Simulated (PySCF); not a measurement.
PBEsol on O⁻ (oxygen, charge -1), [He] 2s2 2p5, 2P determinant. Calculation: PySCF 2.14, in aug-cc-pwCVTZ (7s6p4d2f, 59 functions); the non-relativistic Hamiltonian (point nucleus).

```
cycle= 1 E= -74.8039758599444  delta_E= -0.000452  |g|= 0.161  |ddm|= 0.386
cycle= 2 E= -74.7411608935296  delta_E= 0.0628  |g|= 0.432  |ddm|= 0.693
cycle= 3 E= -74.8162542175367  delta_E= -0.0751  |g|= 0.0513  |ddm|= 0.447
cycle= 4 E= -74.8176081712238  delta_E= -0.00135  |g|= 0.00196  |ddm|= 0.064
cycle= 5 E= -74.8176123423731  delta_E= -4.17e-06  |g|= 0.000382  |ddm|= 0.0059
cycle= 6 E= -74.8176126181017  delta_E= -2.76e-07  |g|= 0.00011  |ddm|= 0.00209
cycle= 7 E= -74.8176126236752  delta_E= -5.57e-09  |g|= 2.45e-06  |ddm|= 0.000146
cycle= 8 E= -74.8176126236783  delta_E= -3.06e-12  |g|= 3.65e-07  |ddm|= 3.68e-06
converged SCF energy = -74.8176126236783  <S^2> = 0.75703068  2S+1 = 2.0070184
```

Highest occupied orbital energy: 2.613 eV; ⟨L²⟩ = 2.03; populations by l: s 4.00, p 5.00, d 0.00, f 0.00.

(1) Can this result be used?

Results:

(1) With care. The calculation finished and met its thresholds. At PBEsol the highest occupied level has a positive energy, so only the finite basis holds that electron; in a semilocal or global hybrid functional this comes from self-interaction and does not mean that the real anion is unbound.
